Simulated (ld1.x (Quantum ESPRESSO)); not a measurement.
**An all-electron radial function and its pseudo partner (titanium (Ti))**

Columns: radius, all-electron u(r) and pseudo u(r) of the 3d shell (level -34.93 eV) of titanium in the configuration [Ne] 3s2 3p6 3d1 4s0 4p0; LDA (PZ), scalar-relativistic, TM semilocal scheme, ld1.x (Quantum ESPRESSO) 7.5.

| r (bohr) | all-electron | pseudo |
| --- | --- | --- |
| 0.085 | 0.0251 | 0.0047 |
| 0.170 | 0.1213 | 0.0358 |
| 0.255 | 0.2604 | 0.1112 |
| 0.340 | 0.4088 | 0.2342 |
| 0.425 | 0.5450 | 0.3922 |
| 0.510 | 0.6585 | 0.5614 |
| 0.595 | 0.7462 | 0.7148 |
| 0.680 | 0.8086 | 0.8320 |
| 0.765 | 0.8481 | 0.9038 |
| 0.850 | 0.8682 | 0.9328 |
| 0.935 | 0.8725 | 0.9289 |
| 1.020 | 0.8643 | 0.9044 |
| 1.105 | 0.8466 | 0.8700 |
| 1.190 | 0.8217 | 0.8325 |
| 1.275 | 0.7916 | 0.7951 |
| 1.360 | 0.7578 | 0.7584 |
| 1.445 | 0.7215 | 0.7215 |
| 1.530 | 0.6838 | 0.6838 |
| 1.615 | 0.6454 | 0.6454 |
| 1.700 | 0.6069 | 0.6069 |
| 1.785 | 0.5688 | 0.5688 |
| 1.870 | 0.5315 | 0.5315 |
| 1.955 | 0.4953 | 0.4953 |
| 2.040 | 0.4604 | 0.4604 |
| 2.125 | 0.4270 | 0.4270 |
| 2.210 | 0.3951 | 0.3951 |

**Question.** How many radial nodes do the two functions have?

**Answer.** The all-electron 3d function has n − l − 1 = 0; the pseudo-wave has 0.

**Question.** At about which radius was the pseudo-wave matched?

**Answer.** 1.55 bohr. The columns agree to 0.0005 from 1.45 bohr on; several derivatives are matched, so the curves merge somewhat inside the radius.

**Question.** Where does each function peak?

**Answer.** Outermost all-electron maximum near 0.94 bohr, pseudo maximum near 0.85 bohr (to the table’s step).

**Question.** Is the pseudo-wave norm-conserving?

**Answer.** Yes: the TM semilocal scheme keeps the norm inside the radius equal to the all-electron one, which fixes the energy derivative of the logarithmic derivative at the level.
